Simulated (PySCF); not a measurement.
Potential energy of RbBi along the bond

Set-up: basis Rb def2-SVP with ECP28, Bi def2-SVP with ECP60; scalar-relativistic core potentials; PySCF 2.14. Energies in eV from Rb + Bi in their ground configurations at the same level. State: ³Σ⁻ (triplet), unpaired electrons π ↑↑.

All columns are PBE0. A positive dipole means Rb(−)Bi(+).

| R (Å) | E (eV) | μ (D) | Mulliken charge on Rb (basis-dependent) | HOMO (eV) | LUMO (eV) | Mayer bond order | ⟨S²⟩ |
| --- | --- | --- | --- | --- | --- | --- | --- |
| 3.069 | -0.624 | -7.94 | 0.49 | -3.57 | -1.69 | 0.85 | 2.02 |
| 3.212 | -0.840 | -8.29 | 0.49 | -3.56 | -1.59 | 0.85 | 2.03 |
| 3.355 | -0.956 | -8.59 | 0.48 | -3.54 | -1.51 | 0.85 | 2.03 |
| 3.462 | -0.995 | -8.79 | 0.47 | -3.52 | -1.46 | 0.85 | 2.04 |
| 3.569 | -1.005 | -8.95 | 0.47 | -3.49 | -1.42 | 0.85 | 2.04 |
| 3.676 | -0.993 | -9.09 | 0.46 | -3.46 | -1.46 | 0.85 | 2.05 |
| 3.819 | -0.952 | -9.21 | 0.44 | -3.42 | -1.51 | 0.85 | 2.07 |
| 3.997 | -0.876 | -9.26 | 0.41 | -3.37 | -1.58 | 0.83 | 2.11 |
| 4.211 | -0.770 | -9.15 | 0.38 | -3.31 | -1.65 | 0.80 | 2.18 |
| 4.497 | -0.627 | -8.75 | 0.33 | -3.26 | -1.72 | 0.74 | 2.29 |

A fit through these points gives, at Re = 3.557 Å, μ = -8.93 D and dμ/dR = -1.46 D/Å; the reduced mass is 60.38 u.

Task: How strong is the fundamental in the double-harmonic approximation, I = 42.26·(dμ/dR)²/μred km/mol?

Result: I = 42.26·(-1.46)²/60.38 = 1.49 km/mol at PBE0.

⟨S²⟩ of the unrestricted solution departs from its pure value on part of the curve, where spin states mix. These are scalar-relativistic numbers at best; spin–orbit coupling would shift them, the dissociation energy most. The state was picked by a PBE0 search and need not be the measured ground state.
